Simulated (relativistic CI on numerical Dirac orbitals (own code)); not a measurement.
Calculated at this level of theory: Dirac-Coulomb-Breit CI, orbitals from a KLI potential per configuration, a model potential for QED, unscaled Slater integrals (own radial code, finite nucleus).

Configuration list (outside the closed core [Ar] 3d10): 4s2 4p6 4d10 4f3, 4s2 4p6 4d9 4f4, 4s2 4p6 4d10 4f2 5s, 4s2 4p6 4d10 4f2 5p, 4s2 4p6 4d10 4f 5s2, 4s2 4p5 4d10 4f4, 4s2 4p6 4d10 4f 5s 5p, 4s2 4p6 4d10 4f2 5d, 4s2 4p6 4d10 4f 5p2, 4s 4p6 4d10 4f4, 4s2 4p6 4d10 4f 5s 5d, 4s2 4p6 4d9 4f3 5s, 4s2 4p4 4d10 4f5, 4s2 4p6 4d9 4f2 5s2, 4s2 4p6 4d10 4f2 5f, 4s2 4p6 4d10 4f 5p 5d, 4s2 4p6 4d9 4f3 5p, 4s2 4p6 4d10 4f2 6s, 4s2 4p6 4d10 4f 5d2, 4s2 4p6 4d10 4f2 5g, 4s2 4p6 4d10 4f2 6p, 4p6 4d10 4f5, 4s2 4p6 4d10 4f2 6d, 4s2 4p5 4d10 4f2 5s2, 4s2 4p5 4d10 4f3 5s, 4s2 4p6 4d10 4f2 7s, 4s2 4p6 4d10 4f2 6g, 4s 4p6 4d10 4f2 5s2, 4p6 4d10 4f4 5s. Levels of other configurations are missing.

At this charge energies of transitions that change n are usually good to better than 1 %, and those within a shell (Δn = 0) to a few per cent. Terms inside the open d or f shell come out 10 to 20 % too wide with unscaled integrals.

Outline of the computed level scheme of Hg XXXII. Lowest level of each configuration: 4s2 4p6 4d10 4f3 4I°_9/2 at 0.000 eV; 4s2 4p6 4d10 4f2 5s 4H_7/2 at 195.943 eV.

LS names give the leading component of a level, which can be under half, so a name can repeat, a term be missing and a line seem to break the LS rules.
